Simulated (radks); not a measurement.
Values are calculated unless marked as measured or tabulated.
Isoelectronic series with 9 electrons, each ion in its NIST ground configuration. Code: a radial shooting solver on a logarithmic mesh with Libxc functionals. Model: Dirac Kohn-Sham, PBE, spin-unpolarised, spherical densities, point nucleus; open shells fill j = l - 1/2 first. Total energies (hartree) and mean radii <r> (bohr):

\begin{tabular}{lrrrr}
ion & configuration & E (hartree) & 2p3/2 & 2p1/2 \\ \hline
F & [He] 2s2 2p5 & -99.74517 & 1.106 & 1.103 \\
Mg3+ & [He] 2s2 2p5 & -196.45568 & 0.6423 & 0.6404 \\
P6+ & [He] 2s2 2p5 & -327.30614 & 0.4596 & 0.4577 \\
Ar9+ & [He] 2s2 2p5 & -492.42165 & 0.3589 & 0.3568 \\
Sc12+ & [He] 2s2 2p5 & -692.01803 & 0.2946 & 0.2923 \\
Cr15+ & [He] 2s2 2p5 & -926.37134 & 0.2500 & 0.2474 \\
Co18+ & [He] 2s2 2p5 & -1195.81342 & 0.2170 & 0.2142 \\
Zn21+ & [He] 2s2 2p5 & -1500.73250 & 0.1918 & 0.1887 \\
As24+ & [He] 2s2 2p5 & -1841.57542 & 0.1717 & 0.1684 \\
Kr27+ & [He] 2s2 2p5 & -2218.85104 & 0.1555 & 0.1518 \\
Mo33+ & [He] 2s2 2p5 & -3085.07123 & 0.1306 & 0.1264 \\
Rh36+ & [He] 2s2 2p5 & -3575.38476 & 0.1209 & 0.1164 \\
\end{tabular}
